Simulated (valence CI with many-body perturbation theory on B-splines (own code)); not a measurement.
## Tb XV: calculated level list

Calculated by valence CI with perturbative core correlation (CI+MBPT): five valence electrons over a frozen Dirac-Fock core [Kr] 4d10, radial functions for each j: 7 s, 7 p, 7 d, 7 f, 4 g, 2 h, with the one-electron correlation potential Σ1 (screened to all orders), the two-electron term Σ2, the three-electron term Σ3, Breit, model QED; selected single and double excitations, second order for the rest, scaled by the run's own slope (own B-spline code, finite nucleus).

No measured levels were compared; by estimate terms of the open shell hold to a few per cent of their energy, and close levels can change places; configurations with another count of f electrons can be misplaced by thousands of cm⁻¹. Among the levels kept, up to 1200 cm⁻¹ of a level comes from second order outside the variational space, and about a tenth of that is noise between levels of different J, which matters for small intervals. The lowest computed level is not the ground level that NIST lists (6H°5/2, for many ions itself from theory).

Levels 181 to 206 of 206, with energies above the lowest level, 4f4 5s 6I_7/2. "Leading %" is the weight of the configuration and term that name the level; weights of strongly mixed levels are sums over their largest components and can fall short. Lifetimes count E1, E2, E3, M1 and M2 decay at the calculated energies, and are blank where another channel may lead or the interval is too uncertain; long ones can be off by a factor of two.

| No. | Configuration | Term | J | E (cm⁻¹) | Leading % | g | Lifetime |
| --- | --- | --- | --- | --- | --- | --- | --- |
| 181 | 4f5 | 4M° | 21/2 | 81304 | 91 | 1.133 | 1.30 ms |
| 182 | 4f5 | 4K° | 11/2 | 81683 | 64 | 0.841 | 131 μs |
| 183 | 4f4 5s | 4F | 3/2 | 81730 | 91 | 0.455 | 879 μs |
| 184 | 4f4 5s | 2F | 7/2 | 81771 | 50 | 1.158 | 2.30 ms |
| 185 | 4f5 | 4L° | 15/2 | 82092 | 52 | 1.035 | 410 μs |
| 186 | 4f4 5s | 4K | 13/2 | 82142 | 75 | 0.997 | 337 μs |
| 187 | 4f4 5s | 4H | 7/2 | 82354 | 67 | 0.802 | 1.14 ms |
| 188 | 4f4 5s | 2H | 9/2 | 82668 | 48 | 1.093 | 2.75 ms |
| 189 | 4f5 | 6P° | 3/2 | 82845 | 58 | 2.014 | 41.8 μs |
| 190 | 4f4 5s | 4F | 5/2 | 82850 | 74 | 1.003 | 1.10 ms |
| 191 | 4f3 5s2 | 2H° | 9/2 | 83096 | 84 | 0.922 | 845 μs |
| 192 | 4f5 | 4F° | 7/2 | 83176 | 56 | 1.155 | 263 μs |
| 193 | 4f4 5s | 4F | 7/2 | 83210 | 57 | 1.133 | 1.36 ms |
| 194 | 4f4 5s | 4K | 15/2 | 83474 | 88 | 1.089 | 273 μs |
| 195 | 4f5 | 4G° | 11/2 | 83589 | 61 | 1.212 | 327 μs |
| 196 | 4f5 | 4D° | 1/2 | 83747 | 50 | 0.250 | 98.8 μs |
| 197 | 4f4 5s | 4K | 17/2 | 83812 | 86 | 1.159 | 301 μs |
| 198 | 4f4 5s | 4H | 9/2 | 83866 | 78 | 0.989 | 1.45 ms |
| 199 | 4f5 | 4L° | 17/2 | 84066 | 50 | 1.092 | 249 μs |
| 200 | 4f5 | 4K° | 13/2 | 84509 | 61 | 0.966 | 144 μs |
| 201 | 4f4 5s | 2N | 21/2 | 84552 | 97 | 1.048 | 39.5 ms |
| 202 | 4f4 5s | 2N | 19/2 | 84897 | 95 | 0.956 | 42.0 ms |
| 203 | 4f4 5s | 2H | 11/2 | 85030 | 67 | 1.095 | 5.23 ms |
| 204 | 4f4 5s | 4H | 11/2 | 85410 | 70 | 1.095 | 1.98 ms |
| 205 | 4f4 5s | 4H | 13/2 | 86056 | 76 | 1.183 | 1.65 ms |
| 206 | 4f3 5s2 | 2D° | 3/2 | 86083 | 59 | 1.000 | 282 μs |

Names give the largest LS component (configuration and term), which can be under half, so a name can repeat, a term be missing and a line seem to break the LS rules; names also repeat where a configuration has a term twice.

Where two levels of one J and parity lie close, their mixing, g and order are uncertain.
